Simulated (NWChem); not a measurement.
A series in which one site is exchanged, each optimised at PBE0/def2-SVP with NWChem, gas phase unless a solvent is named. All stand in one matching conformer (torsions within 35°), which need not be the lowest. Low-valent species are run as closed-shell singlets; no triplet was tried in these runs. Some are not confirmed as minima by frequencies. def2 effective core potentials on Sn; no spin-orbit coupling.

A: C[O][Sn][F] (CH3FOSn; site = F)
B: C[O][Sn][Cl] (CH3ClOSn; site = Cl)
C: C[O][Sn][Br] (CH3BrOSn; site = Br)
D: [SnH][O]C (CH$_{4}$OSn; site = H)

Values for A:

```
Property                                       Value
---------------------------------------------  -----
dipole (D), PBE0/def2-SVP                       1.78
orbital gap (eV), PBE0/def2-SVP                 5.46
static polarisability, PBE0/def2-SVPD (bohr³)   56.7
```

Task: How do these values change for the other members?

Result: 
| change from A | B | C | D |
|---|---|---|---|
| dipole (D), PBE0/def2-SVP | +0.06 | +0.11 | -0.81 |
| orbital gap (eV), PBE0/def2-SVP | -0.16 | -0.34 | -1.07 |
| static polarisability, PBE0/def2-SVPD (bohr³) | +16.3 | +25.8 | +6.1 |
